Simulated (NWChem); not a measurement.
GaH3SO2; SMILES [OH][Ga]([OH])[SH]

```xyz
7

Ga     0.0066     0.3043     0.0000
O     -1.4818     1.2774     0.0000
H     -1.3570     2.2312     0.0000
O      1.6432     1.0091     0.0000
H      1.6859     1.9704     0.0000
S     -0.1615    -1.8724     0.0000
H      1.1833    -2.0177     0.0000
```
Atoms are numbered in this order, from 1.

Program: NWChem. Pople sets run with spherical d functions. Geometry: optimised at PBE0/def2-SVP. GIAO values for the isolated, static molecule; σ is the absolute isotropic shielding, δ = σ(reference) − σ with the isolated reference molecule computed at the same levels (1H: tetramethylsilane, 17O: water).

For level B3LYP/6-311G**:

```yaml
"σ Ga1 (ppm)": 1366.1
"δ O2 (ppm)": 72.3
"δ H3 (ppm)": 1.51
"δ O4 (ppm)": 75.1
"δ H5 (ppm)": 1.46
"σ S6 (ppm)": 742.0
"δ H7 (ppm)": 0.40
```

How do the values read with level B3LYP/6-31G* instead?

The σ Ga1 (ppm) comes out as 1577.7, the δ O2 (ppm) is 63.6 and the δ H3 (ppm) is 1.63. The δ O4 (ppm) is 65.9 and the δ H5 (ppm) comes out as 1.57. The σ S6 (ppm) is 760.8 and the δ H7 (ppm) comes out as 0.06.
